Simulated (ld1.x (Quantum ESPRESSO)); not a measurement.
**What one change does to a pseudopotential (antimony (Sb), ultrasoft)**

* Element: Sb
* Generator: ld1.x (Quantum ESPRESSO) 7.5
* Type: ultrasoft
* Functional: LDA (PZ)
* Relativity: fully relativistic
* Frozen core: [Kr] 4d10
* Valence charge: 5
* Reference configuration: 5s2 5p3
* Partial waves: 5s (bound): rcut 2.00, rcutus 2.25 bohr; 5s channel at 0.25 Ry: rcut 2.00, rcutus 2.25 bohr; 5p (bound): rcut 2.25, rcutus 2.45 bohr; 5p channel at 0.05 Ry: rcut 2.25, rcutus 2.45 bohr
* Local potential: all-electron potential smoothed inside 2.15 bohr (lloc = -1)
* Core correction: Bessel-smoothed model core inside 1.45 bohr
* Augmentation charge: PSQ, radius 1.80 bohr

Open shells are filled in proportion to 2j + 1 (rel_dist='average').

Change: all radii but the core radius scaled by about 0.93 (s 2.08, p 2.28 bohr, rcut 1.86/2.08); local potential all-electron potential smoothed inside 2.00 bohr (lloc = -1); augmentation PSQ, radius 1.66 bohr.

Cutoffs: the cutoffs (Ry, on a coarse ladder) from which the occupation-weighted sum of valence levels, in a spherical-Bessel basis at the reference potential, stays within 10 and 1 mRy of its value at 400 Ry; they do not see the model core or the augmentation charge, which bear on the density cutoff. Errors are all-electron minus pseudo energies relative to the spin-unpolarised reference configuration.

Task: What does the change do?

Result: Both files are so soft that the ladder of cutoffs tells neither apart; the d channel binds one level more than in the base; the errors of the 7 common tests hardly move; neither file shows a bound ghost.

| quantity | base | changed |
| --- | --- | --- |
| cutoff, loose | 6 Ry | 6 Ry |
| cutoff, tight | 12 Ry | 12 Ry |
| bound ghosts | none | none |
| error for 5s2 5p2, meV [ΔE 8.54 eV] | -7.1 | -7.5 |
| error for 5s2 5p1, meV [ΔE 24.81 eV] | -53 | -57 |
| error for 5s2 5p0, meV [ΔE 49.62 eV] | -199 | -219 |
| error for 5s1 5p4, meV [ΔE 8.18 eV] | -8.5 | -8.6 |
| error for 5s1 5p3, meV [ΔE 17.33 eV] | -28 | -30 |
| error for 5s2 5p2.5, meV [ΔE 3.36 eV] | -1.2 | -1.3 |
| error for 5s2 5p3.3, meV [ΔE -1.21 eV] | -0.2 | -0.2 |
| lowest overlap eigenvalue by channel | s 0.33, p1/2 0.56, p3/2 0.55 | s 0.35, p1/2 0.53, p3/2 0.53 |
